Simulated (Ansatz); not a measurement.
Geometry optimisation, Ansatz 0.2.0, RKS PBE/def2-SVP.

Input:

```yaml
crystal:
  periodic: [false, false, false]
  atoms:
    - { symbol: Al, position_ang: [0.000407, 0.644971, -0.40037] }
    - { symbol: H, position_ang: [-0.008787, 0.006035, 2.284049] }
    - { symbol: "N", position_ang: [1.55414, 0.014459, -0.971614] }
    - { symbol: H, position_ang: [1.682712, -0.846853, -1.50641] }
    - { symbol: H, position_ang: [2.444793, 0.504902, -0.861137] }
    - { symbol: O, position_ang: [-1.51991, -0.118463, -0.581955] }
    - { symbol: H, position_ang: [-1.646018, -1.050261, -0.817871] }
    - { symbol: Cl, position_ang: [-0.037145, 2.674088, 0.437003] }
    - { symbol: H, position_ang: [0.00301, 0.704821, 2.094805] }
basis:
  gaussian: { orbitals: def2-SVP }
hamiltonian:
  xc: pbe
relax:
  f_tol: 0.03
  max_steps: 50
```

Command:

```bash
$ ansatz run input.yaml --threads 2 --pin off --max-ram 3072MiB --backend cpu --events-out ev --progress --plain --runs-dir out
```

Where does it end, and by what steps?

The run converged. The force dipped under the threshold on the way, but the program's further checks kept it going. After 30 steps the energy has fallen by 0.127 eV; H2 moved furthest, 0.56 Å.

| step | energy less start (eV) | largest force component (eV/Å) | accepted |
| --- | --- | --- | --- |
| 0 | 0.0000 | 1.863 | yes |
| 2 | -0.1008 | 0.297 | yes |
| 4 | -0.1080 | 0.048 | yes |
| 6 | -0.1103 | 0.088 | yes |
| 8 | -0.1122 | 0.210 | yes |
| 10 | -0.1140 | 0.212 | yes |
| 12 | -0.1146 | 0.468 | no |
| 14 | -0.1214 | 0.105 | yes |
| 16 | -0.0856 | 1.087 | no |
| 18 | -0.1229 | 0.263 | no |
| 20 | -0.1256 | 0.016 | yes |
| 22 | -0.1260 | 0.062 | yes |
| 24 | -0.1264 | 0.071 | yes |
| 26 | -0.1269 | 0.073 | yes |
| 28 | -0.1272 | 0.064 | yes |
| 30 | -0.1273 | 0.023 | yes |

```xyz
9
Properties=species:S:1:pos:R:3
Al 0.021 0.747 -0.337
H -0.385 -0.055 1.869
N 1.561 0.071 -0.909
H 1.726 -0.886 -1.224
H 2.417 0.623 -0.994
O -1.476 -0.099 -0.318
H -1.595 -0.990 -0.680
Cl -0.036 2.803 0.145
H 0.240 0.321 2.125
```

Whether the end is a true minimum wasn't checked by a vibrational analysis.

Time of the run: 53 s on 2 threads of Arm Neoverse V2, on a shared host, peak memory 0.15 GiB.
